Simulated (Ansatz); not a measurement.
```yaml
crystal:
  periodic: [false, false, false]
  atoms:
    - {symbol: O, position_ang: [0.366326, 0.874812, 1.819777]}
    - {symbol: B, position_ang: [0.260017, 0.787528, 0.480148]}
    - {symbol: Si, position_ang: [-0.272682, -0.961241, -0.358716]}
    - {symbol: S, position_ang: [-1.428692, -0.751047, -2.115450]}
    - {symbol: S, position_ang: [0.620789, -1.315089, -2.240979]}
    - {symbol: H, position_ang: [0.625506, 1.746286, 2.135245]}
    - {symbol: H, position_ang: [0.475562, 1.728738, -0.232847]}
    - {symbol: H, position_ang: [-0.554626, -2.167086, 0.456922]}
basis:
  gaussian: {orbitals: cc-pVTZ}
magnetization: {spin_polarized: true, initial_magnetization: 1}
hamiltonian: {xc: {name: wB97X}, pseudopotentials: {relativity: none}}
accuracy: high
output: {forces: true}
```

```sh
$ ansatz run in.yaml --threads 2 --pin off --events-out ev --progress --plain --max-ram 4352MiB
```

It prints (some lines left out):

```
Error: a molecule whose nuclei and cores have a total charge of 62 cannot have a net charge of 0 together with 1 unpaired electrons
```

(1) Something in this input is off. What?

Results:

(1) The number of unpaired electrons doesn't fit the electron count. The program refused the input.
